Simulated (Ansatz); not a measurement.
Z-matrix (Å, degrees):
```
C
Si 1 1.890
Se 1 1.979 2 110.7
N 1 1.453 2 114.6 3 -119.6
H 1 1.092 2 111.0 3 117.9
H 2 1.486 1 107.9 3 65.1
H 2 1.488 1 112.4 3 -56.1
H 2 1.491 1 108.8 3 -177.1
H 3 1.471 1 96.1 2 31.8
H 4 1.013 1 111.7 2 44.8
H 4 1.012 1 111.1 2 -76.7
```

Charge 0, multiplicity 1.

(1) List the B3LYP/def2-TZVPP orbital energies in eV (the Gaussian-basis code of Ansatz). (An estimate is asked.)

Results:

(1) Ansatz gave: Occupied: -12350.91, -1798.96, -1580.24, -1418.41, -1418.38, -1418.31, -389.73, -278.38, -212.54, -156.64, -156.54, -156.31, -143.53, -98.84, -98.83, -98.83, -57.43, -57.41, -57.21, -57.14, -57.10, -24.73, -19.93, -17.12, -14.86, -14.08, -12.14, -11.00, -10.34, -10.05, -9.53, -8.81, -6.94, -6.18. Lowest empty: -0.52, 0.35, 0.70, 0.83, 1.21, 1.49, 1.85, 2.18.

B3LYP here is the variant with VWN-RPA as its local correlation; programs differ in this.
